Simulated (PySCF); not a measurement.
Be2F2, SMILES [F][Be][Be][F]. Geometry: PBE0-D3(BJ)/def2-TZVP. One conformer was computed; it need not be the lowest.

The numbers are results of PBE0-D3(BJ)/def2-TZVP run with PySCF, not measurements.

Harmonic wavenumbers (cm⁻¹): 154, 154, 343, 343, 360, 1241, 1391. Rotational constants (GHz): 2.130 (linear); symmetry number 2.

Q: Work out the zero-point energy and the ideal-gas rigid-rotor harmonic-oscillator thermochemistry at 298.15 K and 1 atm.

A: ZPE = ½ Σ hcν = ½ × 3985 cm⁻¹ = 5.70 kcal/mol. H − E(el) = 9.27 kcal/mol. Entropy in cal/(mol K): translation 37.99, rotation 16.46, vibration 8.83, total 63.28. G − E(el) = -9.60 kcal/mol. Cp = 15.78 cal/(mol K).
